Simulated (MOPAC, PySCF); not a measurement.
C₃H₃F, SMILES `C(F)#CC`, neutral singlet in the gas phase. 

Cartesian coordinates (Å):
SMILES: CC#CF
```xyz
7

C     -0.4935    -0.8498     0.2843
C      0.2375     0.4089     0.2302
C      0.8431     1.4518     0.1854
F      1.4908     2.5670     0.1375
H     -0.7945    -1.0898     1.3150
H      0.1220    -1.6823    -0.0880
H     -1.4053    -0.8057    -0.3299
```
Charge 0, multiplicity 1.

All levels are single points at this geometry (PBE-D3(BJ)/def2-TZVP); Pople sets use spherical d functions. Orbital energies aren't observables, and empty levels follow the basis.

```
level                          HOMO (eV)  LUMO (eV)  gap (eV)  dipole (D)  vertical IE, Delta-SCF (eV)
-----------------------------  ---------  ---------  --------  ----------  ---------------------------
PBE-D3(BJ)/def2-TZVP in PySCF      -6.31       0.31      6.62        1.28                        10.02
B3LYP/3-21G in PySCF               -7.13       2.07      9.20        1.33                            –
B3LYP/6-31G* in PySCF              -7.00       2.03      9.03        1.22                         9.99
BP86/6-31G* in PySCF               -6.00       1.11      7.11        1.09                            –
HF/6-31G* in PySCF                -10.44       6.37     16.81        1.56                         9.16
HF/STO-3G in PySCF                 -8.33      10.77     19.10        0.99                            –
PM3 in MOPAC                      -10.80       1.43     12.23        1.50                            –
PM6 in MOPAC                      -10.77       1.50     12.27        1.79                            –
PM7 in MOPAC                      -10.88       1.32     12.20        1.84                            –
```
